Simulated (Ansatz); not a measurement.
Total energies of `[SeH]CCCCc1ccc(-c2ccc(-c3cccs3)s2)s1` from Ansatz at PBE-D4/def2-TZVP, gas phase (1 Eh = 27.2114 eV = 2625.5 kJ/mol). The reference geometry is relaxed at r2SCAN-D4/def2-SVP.

```xyz
36

Se   -3.172   -5.357   -0.137
C    -3.901   -4.689   -1.845
C    -4.392   -3.244   -1.828
C    -3.384   -2.195   -1.361
C    -2.086   -2.178   -2.178
C    -1.146   -1.082   -1.786
C    -0.728    0.006   -2.523
C     0.159    0.863   -1.821
C     0.426    0.434   -0.530
C     1.270    1.031    0.475
C     1.583    0.568    1.747
C     2.443    1.427    2.464
C     2.810    2.562    1.753
C     3.679    3.635    2.176
C     4.543    3.659    3.263
C     5.241    4.887    3.395
C     4.916    5.794    2.411
S     3.741    5.156    1.323
S     2.072    2.551    0.172
S    -0.441   -1.046   -0.196
H    -4.418   -5.137    0.616
H    -3.067   -4.829   -2.550
H    -4.705   -5.371   -2.160
H    -5.294   -3.178   -1.195
H    -4.726   -3.001   -2.855
H    -3.136   -2.372   -0.300
H    -3.853   -1.198   -1.410
H    -2.317   -2.054   -3.251
H    -1.576   -3.154   -2.076
H    -1.054    0.176   -3.552
H     0.599    1.769   -2.244
H     1.188   -0.370    2.143
H     2.780    1.237    3.485
H     4.678    2.804    3.928
H     5.967    5.094    4.183
H     5.301    6.803    2.263
```

```
                 state                       geometry  energy (Eh)
      charge 0 singlet                      reference  -4214.10074
      charge 1 doublet                      reference  -4213.86446
      charge 1 doublet  relaxed at r2SCAN-D4/def2-SVP  -4213.86796
     charge -1 doublet                      reference  -4214.12523
     charge -1 doublet  relaxed at r2SCAN-D4/def2-SVP  -4214.12837
free Se atom (triplet)                              –  -2401.12489
 free C atom (triplet)                              –    -37.79597
 free S atom (triplet)                              –   -397.93833
 free H atom (doublet)                              –     -0.49962
```

Single mean-field runs in def2-TZVP are fitted with def2-universal-jkfit.

(1) Work out the vertical ionisation energy to the doublet.

(2) Work out the vertical electron affinity, to the doublet.

(3) Give the fundamental gap IE − EA, the Mulliken electronegativity (IE + EA)/2 and the hardness (IE − EA)/2.

(4) How much does the charge 1 doublet relax, and what is the adiabatic ionisation energy?

(5) How much does the charge -1 doublet relax, and what is the adiabatic electron affinity?

(6) What is the binding energy per atom against free atoms?

(1) E(charge 1 doublet) − E(charge 0 singlet) = -4213.86446 − (-4214.10074) = 0.23628 Eh = 6.43 eV. For comparison, −ε of the highest occupied level is 4.60 eV at this level, 1.83 eV less.

(2) E(charge 0 singlet) − E(charge -1 doublet) = -4214.10074 − (-4214.12523) = 0.02449 Eh = 0.67 eV. The basis lacks diffuse functions, which makes affinities too small.

(3) From the values in Eh: IE − EA = 0.23628 − 0.02449 = 0.21179 Eh = 5.76 eV; (IE + EA)/2 = 3.55 eV; (IE − EA)/2 = 2.88 eV. The HOMO–LUMO gap of the same run is 2.19 eV, 3.57 eV smaller than the fundamental gap.

(4) Relaxation: -4213.86446 − (-4213.86796) = 0.00350 Eh = 0.10 eV. Adiabatic ionisation energy: 0.23278 Eh = 6.33 eV, without zero-point energy. 

(5) Relaxation: -4214.12523 − (-4214.12837) = 0.00314 Eh = 0.09 eV. Adiabatic electron affinity: 0.02763 Eh = 0.75 eV, without zero-point energy. 

(6) Atoms: 1 × (-2401.12489) + 16 × (-37.79597) + 3 × (-397.93833) + 16 × (-0.49962) = -4207.66932 Eh. Binding: -4207.66932 − (-4214.10074) = 6.43142 Eh = 175.01 eV, or 4.86 eV for each of 36 atoms (no zero-point energy, no counterpoise term).

At PBE-D4/def2-TZVP the gap within one spin of the charge 1 doublet nearly closes, so an electron or hole may be smeared out by delocalisation error. At PBE-D4/def2-TZVP the gap within one spin of the relaxed charge 1 doublet nearly closes, so an electron or hole may be smeared out by delocalisation error. At PBE-D4/def2-TZVP the gap within one spin of the charge -1 doublet nearly closes, so an electron or hole may be smeared out by delocalisation error. At PBE-D4/def2-TZVP the gap within one spin of the relaxed charge -1 doublet nearly closes, so an electron or hole may be smeared out by delocalisation error. At PBE-D4/def2-TZVP the highest occupied level of the charge -1 doublet lies above zero (up to 1.08 eV). By energy differences its removal costs 0.67 eV (vertical, to the charge 0 singlet, at PBE-D4/def2-TZVP); self-interaction error and the lack of diffuse functions both raise the level. At PBE-D4/def2-TZVP the highest occupied level of the relaxed charge -1 doublet lies above zero (up to 0.92 eV). By energy differences its removal costs 0.75 eV (each at its own geometry, to the charge 0 singlet, at PBE-D4/def2-TZVP); self-interaction error and the lack of diffuse functions both raise the level.
